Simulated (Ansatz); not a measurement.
F2, charge +1, doublet, at a GFN2-xTB geometry (a state made from the parent by changing its charge; the spin is typed, not shown lowest); PBE0/6-31G** run with Ansatz (a program for electronic structure).

Here is a job for Ansatz.
Ansatz 0.2 input:
```yaml
crystal:
  periodic: [false, false, false]
  atoms:
    - {symbol: F, position_ang: [-0.00000000, -0.00000000, -0.64677315]}
    - {symbol: F, position_ang: [0.00000000, 0.00000000, 0.64677315]}
basis:
  gaussian:
    orbitals: 6-31G__.json
hamiltonian:
  xc: pbe0
total_charge: 1
magnetization: {spin_polarized: true, initial_magnetization: 1}
accuracy: high
```
The basis file holds 6-31G** in the JSON format of the Basis Set Exchange.

It wrote (shortened):

```
Functional definition: PBE0
479 factors; integrals over basis functions are off by at most 3.2e-9 eV
mean field evaluation 1: about -5407.5431 eV, gradient 1.6e1 eV
mean field evaluation 2: about -5408.0284 eV, gradient 9.3e0 eV
mean field evaluation 4: about -5408.2597 eV, gradient 5.2e-1 eV
mean field evaluation 8: about -5408.2816 eV, gradient 1.6e-3 eV
mean field evaluation 16: about -5408.2816 eV, gradient 5.2e-7 eV
mean field -5408.28160396 eV, -198.7506830807 hartree, gradient 2.4e-8 eV, S^2 0.752615; 0 other end points of the search recorded, 0 dependent functions left out
reference -5408.28160431 eV, -198.7506830934 hartree; 9, 8 occupied and 21, 22 virtual orbitals, 479 factors
Total energy: -5408.28160431 eV, -198.7506830934 hartree
```
